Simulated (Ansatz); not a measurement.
Molecule: CH$_{3}$F$_{2}$Ge (charge 0, doublet). It need not be the lowest isomer of its formula. SMILES: [CH3][Ge]([F])[F]
Geometry from a B3LYP-D3(BJ)/def2-TZVP (Ansatz, a program for electronic structure) optimisation:
```xyz
7

C     -1.8273    -0.1287     0.2129
Ge     0.0813     0.0188    -0.3353
F      0.9115    -1.3325     0.4169
F      0.7317     1.4027     0.5266
H     -1.8094    -0.1712     1.3021
H     -2.2502    -1.0385    -0.2058
H     -2.3677     0.7485    -0.1342
```
Charge 0, spin multiplicity 2.

Parts of the frozen-core correlation energy in aug-cc-pVDZ (Ansatz, hartree). Frozen orbitals: 17; correlated occupied orbitals by spin: 13 and 12; virtual: 102 and 103. Open shells are spin-unrestricted. No spin-orbit coupling. No relativistic terms.

```csv
term,value
reference (HF),-2313.91737
MP2 opposite-spin,___
MP2 same-spin,___
CCSD correlation,-0.67066
(T),___
T1 diagnostic,0.017
largest doubles amplitude,0.014
<S^2> of the reference,0.761
```

### Question
Fill in the missing entries.

### Answer

- MP2 opposite-spin, value: -0.47822
- MP2 same-spin, value: -0.16961
- (T), value: -0.01871
